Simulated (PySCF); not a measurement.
# Computed structure and properties of Hg4O4

System: Hg4O4 (singlet); start: template (Td). Method: PySCF 2.14.0, RKS TPSS, Hg def2-SVP with ECP60, O def2-SVP; non-relativistic Hamiltonian with scalar-relativistic core potentials where named; density fitting; no spin-orbit coupling.

Input of the relaxation:

```python
mol = gto.M(atom='''
Hg     0.94760     0.94760     0.94760
Hg     0.94760    -0.94760    -0.94760
Hg    -0.94760     0.94760    -0.94760
Hg    -0.94760    -0.94760     0.94760
O      0.99500     0.99500    -0.99500
O      0.99500    -0.99500     0.99500
O     -0.99500     0.99500     0.99500
O     -0.99500    -0.99500    -0.99500''',
    basis={'Hg': 'def2-SVP', 'O': 'def2-SVP'},
    ecp={'Hg': 'def2-SVP'},
    charge=0, spin=0)
mf = dft.RKS(mol, xc='TPSS')
mf.grids.atom_grid = (50, 194)
mf = mf.density_fit()  # fitting sets: Hg def2-universal-JKFIT, O def2-universal-JKFIT
mf.conv_tol = 1e-08; mf.max_cycle = 55
mf.kernel(dm0)  # dm0: converged density of the start geometry
# quasi-Newton relaxation in Cartesian coordinates to a largest gradient under 0.00045 Eh/bohr, steps kept in the point group
```

Run from Python with OMP_NUM_THREADS=4; the lines above give its settings. Where DIIS fails, smearing, a level shift and second-order steps follow.
It took 2.5 min on 4 threads of Intel(R) Xeon(R) 6975P-C (Granite Rapids), with other jobs on the host, from the converged density of the start.

Course of the relaxation:

```csv
step,energy above end (eV),largest force component within the symmetry (eV/Å)
0,11.9076,8.663
1,3.5581,3.671
2,1.1515,1.748
3,0.2277,0.629
4,0.0257,0.195
5,0.0038,0.057
6,0.0022,0.039
7,0.0012,0.039
8,0.0002,0.020
9,0.0000,0.005
```

Relaxed geometry (Td):

```xyz
8

Hg    1.1114    1.1114    1.1114
Hg    1.1114   -1.1114   -1.1114
Hg   -1.1114    1.1114   -1.1114
Hg   -1.1114   -1.1114    1.1114
O     1.1937    1.1937   -1.1937
O     1.1937   -1.1937    1.1937
O    -1.1937    1.1937    1.1937
O    -1.1937   -1.1937   -1.1937
```

```tsv
contact	Å
O5–Hg1	2.308
O5–Hg2	2.308
O5–Hg3	2.308
O6–Hg1	2.308
O6–Hg2	2.308
O6–Hg4	2.308
O7–Hg1	2.308
O7–Hg3	2.308
O7–Hg4	2.308
O8–Hg2	2.308
O8–Hg3	2.308
```

On the finer grid (75, 302):

```
HOMO                                                          : -5.69 eV
LUMO                                                          : -5.01 eV
Dipole about the centre of mass                               : 0.00 D
Set of Mulliken populations of Hg1 outside the core potential : s 3.05, p 6.41, d 10.01, f 0.01
D3(BJ) dispersion energy (not in the energies)                : -0.597 eV
```

| atom | Mulliken (e) | Löwdin (e) | spin (e) |
| --- | --- | --- | --- |
| Hg1 | 0.53 | 0.34 | 0.00 |
| Hg2 | 0.53 | 0.34 | 0.00 |
| Hg3 | 0.53 | 0.34 | 0.00 |
| Hg4 | 0.53 | 0.34 | 0.00 |
| O5 | -0.53 | -0.34 | 0.00 |
| O6 | -0.53 | -0.34 | 0.00 |
| O7 | -0.53 | -0.34 | 0.00 |
| O8 | -0.53 | -0.34 | 0.00 |

The gap is small, and the closed shell wasn't tested for a lower spin-broken solution.

No frequency check is given for this geometry.

One start shape was tried, so this needn't be the lowest isomer.
